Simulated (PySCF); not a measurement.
Start geometry of `CC1(C)CCCCNC1` from GFN2-xTB (Å):
```
atom  x, y, z in Å
C1    -1.9741    0.5060   -1.1442
C2    -1.0723   -0.0928   -0.0584
C3    -1.9272   -0.9674    0.8636
C4    -0.0017   -0.9577   -0.7498
C5     1.2535   -1.2642    0.0716
C6     2.3312   -0.1907   -0.0770
C7     1.9771    1.1274    0.6248
N8     0.7088    1.7249    0.2752
C9    -0.4662    1.0552    0.7870
H10   -2.3384   -0.2724   -1.8121
H11   -1.4304    1.2382   -1.7387
H12   -2.8325    1.0024   -0.6966
H13   -2.6268   -0.3540    1.4278
H14   -2.4966   -1.6909    0.2831
H15   -1.3047   -1.5121    1.5700
H16    0.3088   -0.4709   -1.6782
H17   -0.4790   -1.8991   -1.0335
H18    1.6709   -2.2123   -0.2776
H19    0.9999   -1.3895    1.1254
H20    3.2716   -0.5577    0.3414
H21    2.4975    0.0007   -1.1410
H22    1.9711    0.9697    1.7076
H23    2.7570    1.8639    0.4022
H24    0.6398    1.8654   -0.7264
H25   -0.2143    0.6827    1.7827
H26   -1.2441    1.8181    0.9144
```

Question: What comes out of this run: PBE0-D3(BJ)/def2-SVP geometry optimisation, gas phase (PySCF 2.14.0)?

Answer: 
```
atom  x, y, z in Å
C1    -1.848    0.495   -1.168
C2    -0.964   -0.106   -0.073
C3    -1.829   -0.949    0.866
C4     0.103   -0.990   -0.750
C5     1.372   -1.300    0.045
C6     2.447   -0.224   -0.087
C7     2.106    1.112    0.572
N8     0.829    1.707    0.255
C9    -0.338    1.036    0.766
H10   -2.256   -0.290   -1.824
H11   -1.276    1.190   -1.805
H12   -2.695    1.052   -0.738
H13   -2.539   -0.317    1.424
H14   -2.413   -1.697    0.307
H15   -1.211   -1.485    1.604
H16    0.409   -0.518   -1.699
H17   -0.393   -1.931   -1.043
H18    1.791   -2.251   -0.323
H19    1.133   -1.476    1.109
H20    3.399   -0.588    0.338
H21    2.640   -0.059   -1.163
H22    2.136    0.984    1.670
H23    2.901    1.841    0.338
H24    0.744    1.963   -0.724
H25   -0.065    0.639    1.758
H26   -1.138    1.776    0.958
```

The energy falls by 0.075 eV over 6 energy and gradient evaluations, the largest force component goes from 0.0127 to 3.8e-04 Eh/bohr, and the atoms move by 0.046 Å rms after alignment. Among the bonds, C1–H10, C1–H11, C1–H12, C3–H13, C3–H14, C3–H15 and C5–H19 change most and about equally (+0.013 to +0.014 Å). Bonds longer at the end by more than 0.005 Å: 16 of 26; shorter: 2. Among the angles that change most is N8–C9–H26, from 107.2° to 109.6°. Rotational constants go from 2432, 1319, 1101 to 2413, 1313, 1095 MHz. The orientation of the end geometry is arbitrary; only internal coordinates are fixed.

The run used 211 basis functions and 36 SCF cycles in all. On an x86-64 server with one thread, shared host, this took 3.7 min of wall time.

Whether it is a minimum is left open (no frequencies). One conformer, not necessarily the lowest.
